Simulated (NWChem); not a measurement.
System: CH5ClFNSi; SMILES N[Si@@H](Cl)CF

```xyz
10

N     -1.8348    -0.2114     0.1631
Si    -0.2406     0.0436    -0.3939
Cl     0.6778     1.7902     0.3068
C      0.9028    -1.3214     0.2404
F      0.4888    -2.5563    -0.2084
H     -2.6215     0.2346    -0.2940
H     -2.0344    -0.4140     1.1360
H     -0.2867     0.1368    -1.8747
H      0.9239    -1.3180     1.3462
H      1.9379    -1.1332    -0.0966
```
Atoms are numbered in this order, from 1.

Computed with NWChem. Structure relaxed at the PBE0/def2-SVP level. Level: M05-2X/def2-SVP with SMD (1 M gas to 1 M solution), gas-phase geometry. Reactions with the solvent are ignored.

```csv
solvent,dielectric constant,solvation free energy (kcal/mol),cavity-dispersion-structure term (kcal/mol),dipole in solution (D)
water,78.4,-3.2,4.0,1.94
methanol,32.6,-6.9,0.2,1.93
toluene,2.37,-4.2,-0.2,1.78
cyclohexanone,15.6,-5.8,0.9,1.92
benzene,2.27,-4.2,-0.4,1.78
tetrahydrofuran,7.43,-5.8,0.4,1.89
2-propanol,19.3,-6.8,0.0,1.92
```
